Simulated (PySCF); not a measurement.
Bond curve of HgO⁺

Set-up: Hg cc-pVDZ-PP with ECP60, O cc-pVDZ; scalar-relativistic core potentials (PySCF 2.14). Energies in eV from Hg⁺ + O in their ground configurations at the same level. State: ²Π (doublet), unpaired electrons π ↑.

All columns are r²SCAN. A positive dipole points towards O; it is taken about the centre of mass and depends on that origin.

| R (Å) | E (eV) | μ (D) | Mulliken charge on Hg (basis-dependent) | HOMO (eV) | LUMO (eV) | Mayer bond order | ⟨S²⟩ |
| --- | --- | --- | --- | --- | --- | --- | --- |
| 1.718 | -0.442 | -2.20 | 1.15 | -14.59 | -12.78 | 1.37 | 0.76 |
| 1.798 | -0.948 | -2.22 | 1.14 | -14.43 | -12.52 | 1.29 | 0.76 |
| 1.878 | -1.205 | -2.22 | 1.13 | -14.27 | -12.53 | 1.24 | 0.77 |
| 1.938 | -1.284 | -2.19 | 1.12 | -14.15 | -12.66 | 1.21 | 0.78 |
| 1.998 | -1.296 | -2.14 | 1.10 | -14.03 | -12.79 | 1.18 | 0.79 |
| 2.058 | -1.259 | -2.06 | 1.08 | -13.92 | -12.90 | 1.15 | 0.81 |
| 2.138 | -1.162 | -1.92 | 1.05 | -13.78 | -13.04 | 1.09 | 0.87 |
| 2.238 | -1.005 | -1.64 | 1.02 | -13.64 | -13.19 | 0.97 | 0.98 |
| 2.358 | -0.818 | -1.25 | 0.98 | -13.51 | -13.30 | 0.78 | 1.16 |
| 2.518 | -0.609 | -0.81 | 0.95 | -13.35 | -13.40 | 0.54 | 1.37 |

A fit through these points gives, at Re = 1.979 Å, μ = -2.16 D and dμ/dR = 0.890 D/Å; the reduced mass is 14.82 u.

Problem. How strong is the fundamental in the double-harmonic approximation, I = 42.26·(dμ/dR)²/μred km/mol?

Solution. I = 42.26·(0.890)²/14.82 = 2.26 km/mol at r²SCAN.

⟨S²⟩ of the unrestricted solution departs from its pure value on part of the curve, where spin states mix. These are scalar-relativistic numbers at best; spin–orbit coupling would shift them, the dissociation energy most. For an ion De counts to the pair picked by the measured ionisation energies or electron affinities, which need not be the lowest pair at this level. The state was picked by a PBE0 search and need not be the measured ground state.

At some distances an empty level lies below a filled one, because the occupation is held.
